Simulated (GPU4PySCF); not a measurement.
N-phenylbenzimidazole (C13H10N2), SMILES c1ccc(-n2cnc3ccccc32)cc1. Atoms are numbered in the order given.

```xyz
25

C      4.0026    -0.3608    -0.6823
C      3.0150    -1.2603    -1.0699
C      1.7064    -1.0990    -0.6354
C      1.3807    -0.0173     0.1817
N      0.0563     0.1514     0.6398
C     -0.3239     0.4591     1.9315
N     -1.6129     0.5361     2.1019
C     -2.1495     0.2742     0.8533
C     -3.4822     0.2486     0.4468
C     -3.7493    -0.0182    -0.8870
C     -2.7156    -0.2459    -1.8081
C     -1.3811    -0.2267    -1.4257
C     -1.1217     0.0239    -0.0829
C      2.3644     0.8924     0.5667
C      3.6736     0.7104     0.1408
H      5.0235    -0.4941    -1.0207
H      3.2659    -2.1032    -1.7041
H      0.9397    -1.8157    -0.9047
H      0.4223     0.5832     2.7041
H     -4.2742     0.4398     1.1614
H     -4.7767    -0.0452    -1.2319
H     -2.9637    -0.4386    -2.8458
H     -0.5882    -0.3878    -2.1462
H      2.0946     1.7452     1.1792
H      4.4360     1.4199     0.4419
```
Charge 0, spin multiplicity 1.

Geometry optimised at r2SCAN-D4/def2-TZVP. The values are those of a single conformer.

Two levels are set side by side: PBE/pcSseg-1 (GPU4PySCF) and B3LYP/pcSseg-1 (GPU4PySCF). GIAO shifts against NH3 (¹⁵N), TMS (¹H), TMS (¹³C) at the same level; non-relativistic, no solvent, atoms listed together averaged. Differences are taken from unrounded values.

```
quantity                 B3LYP    PBE  PBE minus B3LYP
-----------------------  -----  -----  ---------------
δ(¹³C) of C1 (ppm)       133.6  130.8             -2.7
δ(¹³C) of C2, C15 (ppm)  136.9  134.1             -2.8
δ(¹³C) of C3, C14 (ppm)  130.2  127.2             -3.0
δ(¹³C) of C4 (ppm)       145.7  142.0             -3.6
δ(¹⁵N) of N5 (ppm)       204.2  208.5              4.3
δ(¹³C) of C6 (ppm)       148.0  142.8             -5.2
δ(¹⁵N) of N7 (ppm)       300.8  294.3             -6.5
δ(¹³C) of C8 (ppm)       153.3  149.7             -3.5
δ(¹³C) of C9 (ppm)       129.2  126.3             -2.9
δ(¹³C) of C10 (ppm)      129.4  126.9             -2.5
δ(¹³C) of C11 (ppm)      130.1  127.0             -3.0
δ(¹³C) of C12 (ppm)      114.7  112.0             -2.8
δ(¹³C) of C13 (ppm)      140.0  136.2             -3.8
δ(¹H) of H16 (ppm)        7.54   7.56             0.02
δ(¹H) of H17, H25 (ppm)   7.71   7.73             0.02
δ(¹H) of H19 (ppm)        7.81   7.74            -0.07
δ(¹H) of H20 (ppm)        8.11   8.07            -0.04
δ(¹H) of H21 (ppm)        7.53   7.57             0.04
δ(¹H) of H22 (ppm)        7.48   7.50             0.02
δ(¹H) of H23 (ppm)        7.76   7.77             0.01
```
